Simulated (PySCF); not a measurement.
Compound: C₇H₁₁BN₂.
SMILES: `CB(C)c1cnc(C)cn1`

The calculation used PBE0-D3(BJ)/def2-SVP geometry optimisation, gas phase (PySCF).

Take the most abundant isotopes and a rigid rotor. 

Give the principal moments of inertia and the rotational constants in GHz.

Ia = 151.53, Ib = 651.20, Ic = 790.95 u·Å²; 505379 MHz·u·Å²/I gives 3335, 776.1 and 639.0 MHz, that is A = 3.3352, B = 0.7761, C = 0.6390 GHz.

Classify the top.

An asymmetric top. Ray's parameter κ = (2B − A − C)/(A − C) = -0.898; −1 is the prolate and +1 the oblate limit.

What does the inertial defect say?

Not planar: Δ = Ic − Ia − Ib = -11.79 u·Å². For a rigid frame Δ = −2 Σ m c², so Σ m c² = 5.89 u·Å² lies off the ab plane: 4.97 from hydrogen and 0.93 from heavier atoms. The atom farthest from that plane is 1.23 Å away.

Which types of transition are allowed, and where do some lines up to J = 2 fall?

The dipole components are |μa| = 0.79 D, |μb| = 0.08 D, |μc| = 0.06 D. Intensities carry the squares of the components, which stand as 1.00 : 0.01 : 0.01 (a : b : c). Some lines, for components of 0.1 D or more:

| type | branch | J(Ka,Kc) | MHz | lower level (cm⁻¹) |
| --- | --- | --- | --- | --- |
| a | Q | 2(1,1) ← 2(1,2) | 411 | 0.222 |
| a | R | 1(0,1) ← 0(0,0) | 1415 | 0.000 |
| a | R | 2(1,2) ← 1(1,1) | 2693 | 0.133 |
| a | R | 2(0,2) ← 1(0,1) | 2825 | 0.047 |
| a | R | 2(1,1) ← 1(1,0) | 2967 | 0.137 |

Estimate the classical rotational partition function at 50 K, 100 K and 200 K.

Point group C1, symmetry number σ = 1; q = (√π/σ)·√((kT/h)³/(ABC)), k/h = 20836.6 MHz/K: 46300 at 50 K, 131000 at 100 K, 371000 at 200 K.

Not checked by PBE0-D3(BJ)/def2-SVP frequencies. Zero-point vibration and centrifugal distortion are left out. A rigid rotor knows nothing of internal rotation, which can split or shift real lines. Quadrupole hyperfine structure (11B, 14N) is left out.

Conformer computed: `[CH3:1][B:2]([CH3:3])[c:4]1[cH:5][n:6][c:7]([CH3:8])[cH:9][n:10]1`: C1–B2–C4–C5 -11°.
